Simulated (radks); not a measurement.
Problem. All-electron atom: Pt LXIV in [Ne] 3s2 3p3. Calculated with a radial shooting solver on a logarithmic mesh with Libxc functionals: scalar-relativistic Kohn-Sham, PBE, spin-unpolarised, spherical densities, point nucleus. Some entries of the table are withheld. Estimate them.

orbital,occ.,eigenvalue (Ry),<r> (bohr),<r^2> (bohr^2)
1s,2,-6148.093,0.01714,0.0004055
2s,2,(1),0.07156,0.006055
2p,6,(2),0.06435,0.005046
3s,2,(3),0.1733,0.03425
3p,3,-514.2354,0.1710,0.03382
3d,0,-481.7550,0.1511,0.02630
4s,0,(4),0.3234,0.1178
4p,0,-278.0263,0.3263,0.1208

Solution. 
(1) 2s eigenvalue (Ry): -1380.478
(2) 2p eigenvalue (Ry): -1247.738
(3) 3s eigenvalue (Ry): -553.2644
(4) 4s eigenvalue (Ry): -293.8801
